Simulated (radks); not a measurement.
Values are calculated unless marked as measured or tabulated.
Species: Cs+. Configuration: [Xe]. Code: a radial shooting solver on a logarithmic mesh with Libxc functionals. Model: non-relativistic Kohn-Sham, exchange-only PBE, spin-polarised, spherical densities, point nucleus; relativity is left out, which matters for an element this heavy.

Normalised radial functions P(r) = r R(r), r in bohr:

| r | 4p | 5s | 5p |
|---|---|---|---|
| 0.001392 | 0.0016 | 0.0278 | 0.0005 |
| 0.001856 | 0.0028 | 0.0361 | 0.0010 |
| 0.002456 | 0.0048 | 0.0461 | 0.0016 |
| 0.00325 | 0.0082 | 0.0583 | 0.0028 |
| 0.004334 | 0.0141 | 0.0730 | 0.0049 |
| 0.005735 | 0.0237 | 0.0888 | 0.0082 |
| 0.007649 | 0.0400 | 0.1053 | 0.0139 |
| 0.01012 | 0.0653 | 0.1187 | 0.0226 |
| 0.0135 | 0.1057 | 0.1251 | 0.0366 |
| 0.01786 | 0.1636 | 0.1178 | 0.0567 |
| 0.02363 | 0.2428 | 0.0892 | 0.0841 |
| 0.03152 | 0.3433 | 0.0315 | 0.1188 |
| 0.0417 | 0.4422 | -0.0509 | 0.1529 |
| 0.05562 | 0.5042 | -0.1442 | 0.1739 |
| 0.07359 | 0.4622 | -0.2034 | 0.1584 |
| 0.09815 | 0.2464 | -0.1759 | 0.0821 |
| 0.1299 | -0.1368 | -0.0325 | -0.0517 |
| 0.1718 | -0.5620 | 0.1769 | -0.1971 |
| 0.2292 | -0.7579 | 0.3049 | -0.2552 |
| 0.3032 | -0.4519 | 0.1836 | -0.1307 |
| 0.4045 | 0.3280 | -0.1700 | 0.1521 |
| 0.5351 | 1.0862 | -0.4443 | 0.3754 |
| 0.7138 | 1.3345 | -0.3160 | 0.3081 |
| 0.9444 | 1.0005 | 0.1922 | -0.0710 |
| 1.25 | 0.4929 | 0.7026 | -0.5240 |
| 1.667 | 0.1503 | 0.8711 | -0.7791 |
| 2.205 | 0.0280 | 0.6675 | -0.7185 |
| 2.941 | 0.0025 | 0.3360 | -0.4621 |
| 3.891 | 0.0001 | 0.1147 | -0.2172 |
| 5.19 | 0.0000 | 0.0230 | -0.0674 |
| 6.867 | 0.0000 | 0.0025 | -0.0129 |

4p: eigenvalue -161.03 eV, 2 radial nodes at r = 0.119, 0.363 bohr, <r> = 0.752 bohr, 90 % of the charge inside 1.10 bohr. 5s: eigenvalue -28.701 eV, 4 radial nodes at r = 0.0354, 0.136, 0.356, 0.860 bohr, <r> = 1.82 bohr, 90 % of the charge inside 2.63 bohr. 5p: eigenvalue -17.561 eV, 3 radial nodes at r = 0.118, 0.350, 0.904 bohr, <r> = 2.11 bohr, 90 % of the charge inside 3.12 bohr.
